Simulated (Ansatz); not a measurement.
One change: `BSC(=C)Cl` becomes `C=C(Cl)[TeH]`.

Ansatz, PBE0-D4/def2-TZVP geometries, multiplicity 1. Each molecule was computed in one conformer, which needn't be the lowest.

Elements past krypton have def2 core potentials.  Spin–orbit coupling is left out; it splits and shifts lone-pair levels of the heavy atoms by tenths of an eV.

```json
{"property": "zero-point energy (PBE0-D4/def2-TZVP) / kJ/mol", "`BSC(=C)Cl`": "147.3"}
{"property": "HOMO–LUMO gap (ωB97M-V/def2-TZVPP) / eV", "`BSC(=C)Cl`": "9.84"}
{"property": "ideal-gas entropy at 298 K and 1 bar (rigid rotor, harmonic PBE0-D4/def2-TZVP) / J/(mol·K)", "`BSC(=C)Cl`": "336"}
{"property": "size of the dipole moment (ωB97M-V/def2-TZVPP) / D", "`BSC(=C)Cl`": "1.13"}
{"property": "HOMO–LUMO gap (PBE/def2-TZVPP) / eV", "`BSC(=C)Cl`": "3.85"}
{"property": "HOMO–LUMO gap (PBE0/def2-TZVPP) / eV", "`BSC(=C)Cl`": "5.80"}
```

Problem. Give the same properties after the change, and the shifts. (Estimate.)

Solution. Ansatz gave: 
```csv
property,`C=C(Cl)[TeH]`,shift
zero-point energy (PBE0-D4/def2-TZVP) / kJ/mol,103.7,-43.6
HOMO–LUMO gap (ωB97M-V/def2-TZVPP) / eV,9.26,-0.58
"ideal-gas entropy at 298 K and 1 bar (rigid rotor, harmonic PBE0-D4/def2-TZVP) / J/(mol·K)",328,-8
size of the dipole moment (ωB97M-V/def2-TZVPP) / D,1.06,-0.07
HOMO–LUMO gap (PBE/def2-TZVPP) / eV,3.40,-0.45
HOMO–LUMO gap (PBE0/def2-TZVPP) / eV,5.26,-0.54
```

With PBE0 the HOMO rises by 0.94 eV and the LUMO rises by 0.40 eV, so the gap narrows by about 0.54 eV. PBE moves the HOMO by 0.93 eV and ωB97M-V by 0.93 eV. The zero-point energy changes by -43.6 kJ/mol with -6 modes. Dipoles are sizes alone; their direction can turn. Modes under 60 cm⁻¹, often nearly free rotors, make the harmonic entropy too high.
